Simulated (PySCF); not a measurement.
The vertical singlet excitations below were computed for one of the candidates. Method used: PySCF 2.14.0, density-fitted response routines, TDDFT CAM-B3LYP/def2-SVPD, vertical, gas phase, core orbitals frozen in the response. Geometries: GFN2-xTB, one conformer each.

```
state  E (eV)       f
   S1    6.63  0.0001
   S2    6.93  0.0016
   S3    6.97  0.0007
   S4    7.85   0.029
   S5    7.94   0.046
   S6    8.76   0.014
   S7    8.80  0.0070
   S8    8.86  0.0088
```

Triplets computed (Tamm–Dancoff): 5.49, 6.00, 6.01 eV.

Question: Which structure fits? All have the formula C5H4F4.
A. `FC1=C(C(F)(F)F)CC1`
B. `FCC#CCC(F)(F)F`
C. `C#CC[C@@H](F)C(F)(F)F`

Answer: C. Its S1 lies at 6.63 eV; the nearest of the others has S1 at 7.16 eV. S1 is HOMO→LUMO+3 (25%), HOMO→LUMO+1 (24%), HOMO-1→LUMO+1 (11%). Löwdin shares by element: HOMO carbon 88% or more, hydrogen 4% or more; LUMO carbon 54% or more (atoms not listed hold the other 46%). At the same level the other candidates give, for their lowest levels:
- `FCC#CCC(F)(F)F`: 5.94 eV (f 0.002); 6.73 eV (f 0.012); 7.26 eV (f 0.002); 7.59 eV (f 0.008); 8.03 eV (f 0.043); T1 5.28 eV; HOMO -9.60, LUMO 0.76 eV
- `FC1=C(C(F)(F)F)CC1`: 7.16 eV (f 0.291); 7.38 eV (f 0.003); 7.97 eV (f 0.015); 8.16 eV (f 0.000); 8.48 eV (f 0.015); T1 4.36 eV; HOMO -9.39, LUMO 0.68 eV

Conformer computed: `[CH:1]#[C:2][CH2:3][C@@H:4]([F:5])[C:6]([F:7])([F:8])[F:9]`: C2–C3–C4–F5 173°, C3–C4–C6–F7 -168°.
